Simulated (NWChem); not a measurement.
System: SiNH5O2; SMILES O[SiH](N)O

NWChem input:

```
start job
memory heap 200 mb stack 900 mb global 1100 mb
geometry units angstroms noautosym nocenter noautoz
  Si    -0.045183     0.010345     0.330191
  N     -0.242871    -1.575788    -0.284741
  O     -1.166054     1.075370    -0.269249
  O      1.406567     0.682344    -0.129462
  H     -0.153973    -0.126339     1.808903
  H     -0.713214    -2.271885     0.281561
  H     -0.395525    -1.740688    -1.273660
  H     -0.824345     1.955129    -0.456019
  H      2.177733     0.117825    -0.026852
end
basis spherical
  * library 6-31g*
end
dft
  xc b3lyp
  iterations 150
end
property
  shielding
end
task dft property
```

Excerpt of the output:

```
             Northwest Computational Chemistry Package (NWChem) 7.3.0
             --------------------------------------------------------

                             Geometry "geometry" -> ""
                             -------------------------

 Output coordinates in angstroms (scale by  1.889725989 to convert to a.u.)

  No.       Tag          Charge          X              Y              Z
 ---- ---------------- ---------- -------------- -------------- --------------
    1 Si                  14.0000    -0.04518300     0.01034500     0.33019100
    2 N                    7.0000    -0.24287100    -1.57578800    -0.28474100
    3 O                    8.0000    -1.16605400     1.07537000    -0.26924900
    4 O                    8.0000     1.40656700     0.68234400    -0.12946200
    5 H                    1.0000    -0.15397300    -0.12633900     1.80890300
    6 H                    1.0000    -0.71321400    -2.27188500     0.28156100
    7 H                    1.0000    -0.39552500    -1.74068800    -1.27366000
    8 H                    1.0000    -0.82434500     1.95512900    -0.45601900
    9 H                    1.0000     2.17773300     0.11782500    -0.02685200

 Effective nuclear repulsion energy (a.u.)     186.2705450768

                              NWChem Property Module
                              ----------------------

  itol2e modified to match energy
  convergence criterion.

                                 NWChem DFT Module
                                 -----------------

 Summary of "ao basis" -> "ao basis" (spherical)
 ------------------------------------------------------------------------------
       Tag                 Description            Shells   Functions and Types
 ---------------- ------------------------------  ------  ---------------------
 Si                          6-31g*                  8       18   4s3p1d
 N                           6-31g*                  6       14   3s2p1d
 O                           6-31g*                  6       14   3s2p1d
 H                           6-31g*                  2        2   2s

  itol2e modified to match energy
  convergence criterion.

            General Information
            -------------------
          SCF calculation type: DFT
          Wavefunction type:  closed shell.
          No. of atoms     :     9
          No. of electrons :    42
           Alpha electrons :    21
            Beta electrons :    21
          Charge           :     0
          Spin multiplicity:     1
          Use of symmetry is: off; symmetry adaption is: off
          Maximum number of iterations: 150
          AO basis - number of functions:    70
                     number of shells:    36
          Convergence on energy requested:  1.00D-07
          Convergence on density requested:  1.00D-05
          Convergence on gradient requested:  5.00D-04

              XC Information
              --------------
                         B3LYP Method XC Potential
                     Hartree-Fock (Exact) Exchange  0.200
                        Slater Exchange Functional  0.800 local
                    Becke 1988 Exchange Functional  0.720 non-local
              Lee-Yang-Parr Correlation Functional  0.810
                  VWN I RPA Correlation Functional  0.190 local

             Grid Information
             ----------------
          Grid used for XC integration:  fine
          Radial quadrature: Mura-Knowles
          Angular quadrature: Lebedev.
          Tag              B.-S. Rad. Rad. Pts. Rad. Cut. Ang. Pts.
          ---              ---------- --------- --------- ---------
          Si                  1.10      123           8.0       770
          N                   0.65       70          10.0       590
          O                   0.60       70          10.0       590
          H                   0.35       60          11.0       590
          Grid pruning is: on
          Number of quadrature shells:   633
          Spatial weights used:  Erf1

      Superposition of Atomic Density Guess
      -------------------------------------

 Sum of atomic energies:        -495.11091293

      Non-variational initial energy
      ------------------------------

 Total energy =    -496.605978
 1-e energy   =   -1052.800879
 2-e energy   =     369.924355
 HOMO         =      -0.365568
 LUMO         =       0.067875

   convergence    iter        energy       DeltaE   RMS-Dens  Diis-err
 ---------------- ----- ----------------- --------- --------- ---------
 d= 0,ls=0.0,diis     1   -497.7056352718 -6.84D+02  1.76D-02  9.01D-01
 d= 0,ls=0.0,diis     2   -497.6696624770  3.60D-02  9.62D-03  1.37D+00
 d= 0,ls=0.0,diis     3   -497.7981523558 -1.28D-01  1.34D-03  2.91D-02
 d= 0,ls=0.0,diis     4   -497.8005120037 -2.36D-03  5.12D-04  2.94D-03
 d= 0,ls=0.0,diis     5   -497.8007857991 -2.74D-04  1.38D-04  3.64D-04
  Resetting Diis
 d= 0,ls=0.0,diis     6   -497.8008250571 -3.93D-05  8.62D-06  3.07D-07
 d= 0,ls=0.0,diis     7   -497.8008250876 -3.05D-08  5.59D-06  9.11D-08

         Total DFT energy =     -497.800825087582
      One electron energy =    -1057.306221850037
           Coulomb energy =      420.314530764748
    Exchange-Corr. energy =      -47.079679079049
 Nuclear repulsion energy =      186.270545076755

 Numeric. integr. density =       41.999999295685

                       DFT Final Molecular Orbital Analysis
                       ------------------------------------

 Vector   19  Occ=2.000000D+00  E=-3.089888D-01
              MO Center=  1.2D-01,  7.7D-01, -1.7D-01, r^2= 2.4D+00
   Bfn.  Coefficient  Atom+Function         Bfn.  Coefficient  Atom+Function
  ----- ------------  ---------------      ----- ------------  ---------------
    51     -0.418011  4 O  pz                37      0.392972  3 O  pz
    55     -0.326707  4 O  pz                41      0.305057  3 O  pz
    35     -0.150474  3 O  px                50     -0.129798  4 O  py
    36      0.118718  3 O  py                39     -0.108707  3 O  px
    54     -0.108324  4 O  py                40      0.101594  3 O  py

 Vector   20  Occ=2.000000D+00  E=-3.006965D-01
              MO Center= -5.8D-02,  3.5D-01,  3.5D-01, r^2= 3.0D+00
   Bfn.  Coefficient  Atom+Function         Bfn.  Coefficient  Atom+Function
  ----- ------------  ---------------      ----- ------------  ---------------
    37      0.362488  3 O  pz                62     -0.351662  5 H  s
    51      0.331285  4 O  pz                41      0.271190  3 O  pz
    55      0.247888  4 O  pz                61     -0.208952  5 H  s
    24      0.176492  2 N  s                  9     -0.135358  1 Si pz
    13      0.119561  1 Si pz                21      0.108638  2 N  px

 Vector   21  Occ=2.000000D+00  E=-2.621910D-01
              MO Center= -1.5D-01, -1.3D+00, -2.2D-01, r^2= 1.7D+00
   Bfn.  Coefficient  Atom+Function         Bfn.  Coefficient  Atom+Function
  ----- ------------  ---------------      ----- ------------  ---------------
    21      0.506239  2 N  px                25      0.423706  2 N  px
    22     -0.207121  2 N  py                26     -0.182406  2 N  py
    50      0.136488  4 O  py                11      0.117350  1 Si px
    36     -0.105483  3 O  py                54      0.105141  4 O  py
    37     -0.098741  3 O  pz                38      0.093801  3 O  s

 Vector   22  Occ=0.000000D+00  E= 5.594239D-02
              MO Center=  5.8D-01,  9.6D-02, -2.3D-01, r^2= 5.5D+00
   Bfn.  Coefficient  Atom+Function         Bfn.  Coefficient  Atom+Function
  ----- ------------  ---------------      ----- ------------  ---------------
    10      0.873875  1 Si s                 24     -0.762192  2 N  s
    52     -0.756404  4 O  s                 70      0.649715  9 H  s
    38     -0.526491  3 O  s                 64      0.459389  6 H  s
    68      0.448493  8 H  s                 66      0.337175  7 H  s
    62     -0.269990  5 H  s                 54      0.205400  4 O  py

[...]

          -----------------------------------------
          Chemical Shielding Tensors (GIAO, in ppm)
          -----------------------------------------

                                NWChem CPHF Module
                                ------------------

  scftype          =     RHF
  nclosed          =       21
  nopen            =        0
  variables        =     1029
  # of vectors     =        3
  tolerance        = 0.10D-03
  level shift      = 0.00D+00
  max iterations   =       50
  max subspace     =       30

 SCF residual:    6.5313424030139281E-004

Iterative solution of linear equations
  No. of variables     1029
  No. of equations        3
  Maximum subspace       30
        Iterations       50
       Convergence  1.0D-04

   iter   nsub   residual    time
   ----  ------  --------  ---------
     1      3    2.86D-01      32.8
     2      6    9.93D-03      36.4
     3      9    4.57D-04      39.5
     4     12    2.38D-05      43.1

      Atom:    1  Si
        Diamagnetic
    884.1666      0.2634      0.1501
      0.2634    885.0293     -0.6115
      0.1501     -0.6115    878.8156

        Paramagnetic
   -423.0468     -4.9884      8.7147
     -4.9884   -437.0046     14.2600
      8.7147     14.2600   -453.8303

        Total Shielding Tensor
    461.1198     -4.7251      8.8648
     -4.7251    448.0247     13.6486
      8.8648     13.6486    424.9853

           isotropic =     444.7099
          anisotropy =      28.0370

          Principal Components and Axis System
                 1           2           3
              463.4012    454.3336    416.3949

      1         0.9741      0.0572     -0.2189
      2        -0.1458      0.8985     -0.4140
      3         0.1730      0.4351      0.8836

      Atom:    2  N
        Diamagnetic
    308.0778      8.0574     -0.5371
      8.0574    332.9696      5.0886
     -0.5371      5.0886    323.5868

        Paramagnetic
    -93.8883      0.9550      6.6038
      0.9550    -91.2938     22.1209
      6.6038     22.1209    -87.9807

        Total Shielding Tensor
    214.1895      9.0124      6.0667
      9.0124    241.6757     27.2094
      6.0667     27.2094    235.6061

           isotropic =     230.4904
          anisotropy =      56.5137

          Principal Components and Axis System
                 1           2           3
              268.1662    213.1632    210.1419

      1         0.1957      0.7775      0.5977
      2         0.7343      0.2879     -0.6148
      3         0.6501     -0.5592      0.5145

      Atom:    3  O
        Diamagnetic
    391.0662     -7.4860      6.1400
     -7.4860    403.7586    -10.4204
      6.1400    -10.4204    380.2908

        Paramagnetic
    -98.6465     -2.0853     -0.3397
     -2.0853   -104.2016    -14.0278
     -0.3397    -14.0278   -117.0122

        Total Shielding Tensor
    292.4197     -9.5713      5.8003
     -9.5713    299.5570    -24.4482
      5.8003    -24.4482    263.2785

           isotropic =     285.0851
          anisotropy =      47.7816

          Principal Components and Axis System
                 1           2           3
              316.9395    287.3601    250.9557

      1        -0.4143      0.9099     -0.0223
      2         0.8105      0.3800      0.4458
      3        -0.4141     -0.1666      0.8949

      Atom:    4  O
        Diamagnetic
    411.1495      1.5831     -5.8047
      1.5831    386.8660     -4.0603
     -5.8047     -4.0603    378.2116

        Paramagnetic
   -103.9527      4.5224     -3.9391
      4.5224   -111.2857     -4.5188
     -3.9391     -4.5188   -130.5243

        Total Shielding Tensor
    307.1968      6.1055     -9.7439
      6.1055    275.5803     -8.5792
     -9.7439     -8.5792    247.6872

           isotropic =     276.8214
          anisotropy =      50.3058

          Principal Components and Axis System
                 1           2           3
              310.3587    275.8251    244.2805

      1         0.9607     -0.2475      0.1259
      2         0.2127      0.9474      0.2393
      3        -0.1785     -0.2032      0.9627

      Atom:    5  H
        Diamagnetic
     24.6756      0.3047     -1.1783
      0.3047     25.4601     -1.3911
     -1.1783     -1.3911     40.4129

        Paramagnetic
     -0.8275     -0.1171      0.5957
     -0.1171     -1.1419      1.3082
      0.5957      1.3082     -7.1130

        Total Shielding Tensor
     23.8481      0.1876     -0.5826
      0.1876     24.3182     -0.0829
     -0.5826     -0.0829     33.2999

           isotropic =      27.1554
          anisotropy =       9.2719

          Principal Components and Axis System
                 1           2           3
               33.3367     24.3761     23.7535

      1        -0.0615      0.3063      0.9500
      2        -0.0104      0.9515     -0.3075
      3         0.9981      0.0288      0.0553

      Atom:    6  H
        Diamagnetic
     25.0067      8.4197     -4.8938
      8.4197     37.4471     -7.0704
     -4.8938     -7.0704     27.7218

        Paramagnetic
      3.3642     -3.4273      1.8688
     -3.4273     -1.5271      2.2079
      1.8688      2.2079      2.7873

        Total Shielding Tensor
     28.3709      4.9924     -3.0250
      4.9924     35.9200     -4.8625
     -3.0250     -4.8625     30.5091

           isotropic =      31.6000
          anisotropy =      14.6924

          Principal Components and Axis System
                 1           2           3
               41.3950     27.6526     25.7524

      1         0.4090     -0.0329      0.9120
      2         0.7855      0.5214     -0.3334
      3        -0.4645      0.8527      0.2391

      Atom:    7  H
        Diamagnetic
     21.2418      1.8864      3.1481
      1.8864     26.8641      6.5995
      3.1481      6.5995     42.0275

        Paramagnetic
      4.5885     -0.7441     -1.2250
     -0.7441      2.4903     -1.9280
     -1.2250     -1.9280     -1.8918

        Total Shielding Tensor
     25.8302      1.1423      1.9231
      1.1423     29.3544      4.6715
      1.9231      4.6715     40.1357

           isotropic =      31.7734
          anisotropy =      15.6021

          Principal Components and Axis System
                 1           2           3
               42.1748     27.6841     25.4614

      1         0.1335      0.1784      0.9749
      2         0.3498      0.9119     -0.2148
      3         0.9273     -0.3697     -0.0594

      Atom:    8  H
        Diamagnetic
     22.6608      3.5928     -0.1801
      3.5928     44.3964     -7.0784
     -0.1801     -7.0784     19.1056

        Paramagnetic
      4.5336     -1.8584     -0.0900
     -1.8584     -3.4661      2.5530
     -0.0900      2.5530      5.1166

        Total Shielding Tensor
     27.1943      1.7343     -0.2702
      1.7343     40.9304     -4.5254
     -0.2702     -4.5254     24.2222

           isotropic =      30.7823
          anisotropy =      17.2462

          Principal Components and Axis System
                 1           2           3
               42.2798     26.9987     23.0684

      1         0.1151      0.9925     -0.0414
      2         0.9632     -0.1013      0.2492
      3        -0.2431      0.0685      0.9676

      Atom:    9  H
        Diamagnetic
     42.4086     -9.6272      0.5830
     -9.6272     25.8785     -1.3992
      0.5830     -1.3992     17.8539

        Paramagnetic
     -2.0396      3.7219     -0.0552
      3.7219      2.8774      0.7058
     -0.0552      0.7058      5.9832

        Total Shielding Tensor
     40.3690     -5.9053      0.5278
     -5.9053     28.7558     -0.6934
      0.5278     -0.6934     23.8371

           isotropic =      30.9873
          anisotropy =      17.8304

          Principal Components and Axis System
                 1           2           3
               42.8742     26.3549     23.7329

      1         0.9211      0.3882      0.0292
      2        -0.3872      0.9061      0.1703
      3         0.0396     -0.1682      0.9850
```

Level: B3LYP/6-31G* (spherical d), GIAO. All runs use the structure optimised with PBE0/def2-SVP. The printed shielding anisotropy is the first printed principal value minus the mean of the other two.
